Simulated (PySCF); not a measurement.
Telling isomers of C4H6N2O2 apart by NMR

All values are calculated (PySCF): structure optimised with GFN2-xTB, PBE0/pcSseg-1 with gauge-including orbitals. Isolated molecule, one conformer, equivalent nuclei averaged, non-relativistic Hamiltonian.

Chemical shifts δ = σref − σ; TMS for $^{1}$H (σ = 31.72 ppm) and $^{13}$C (σ = 186.93 ppm), all at this level. Where no couplings were computed, multiplicities follow the n + 1 count of equivalent neighbours, and m marks all less simple cases (inequivalent or close neighbours, rings, F or P nearby). Shifts are as computed. Against solution values, carbons near 30 ppm lie about +3 ppm off and those near 130 ppm about +5 ppm. Of 1211 compounds with measured shifts, 218 miss one by over three times the rms of a fit or turn the order of signals round; such compounds aren't used in these exercises.

(1) Tabulate the signals of `COc1nnc(C)o1`, `COCc1ncno1` and their relative energies.

(2) What is the quickest way to tell COc1nnc(C)o1 from COCc1ncno1?

## Answers

(1) 
```json
{"SMILES": "COc1nnc(C)o1", "carbon types": "2×C 2×CH3", "δC": "175.6, 164.3, 59.6, 14.0", "δH": "4.28 (s, 3H), 2.52 (s, 3H)", "E rel. (kcal/mol)": "0.0"}
{"SMILES": "COCc1ncno1", "carbon types": "1×C 1×CH 1×CH2 1×CH3", "δC": "184.0, 162.8, 66.9, 60.0", "δH": "8.49 (s, 1H), 4.86 (s, 2H), 4.05 (s, 3H)", "E rel. (kcal/mol)": "20.6"}
```

Energies are electronic energies at PBE0/pcSseg-1 on these geometries, without zero-point or thermal terms, each for the one conformer computed, which needn't be the lowest.

(2) Both give the same number of carbon signals, but DEPT or the intensities differ. The first has a methyl carbon on an aromatic ring (CH3) at 14.0 ppm, the second an aromatic CH between two ring heteroatoms at 162.8 ppm. Their most deshielded carbons lie at 175.6 and 184.0 ppm. In the proton spectra the most deshielded non-exchanging signals are 4.28 (s, 3H) and 8.49 (s, 1H).
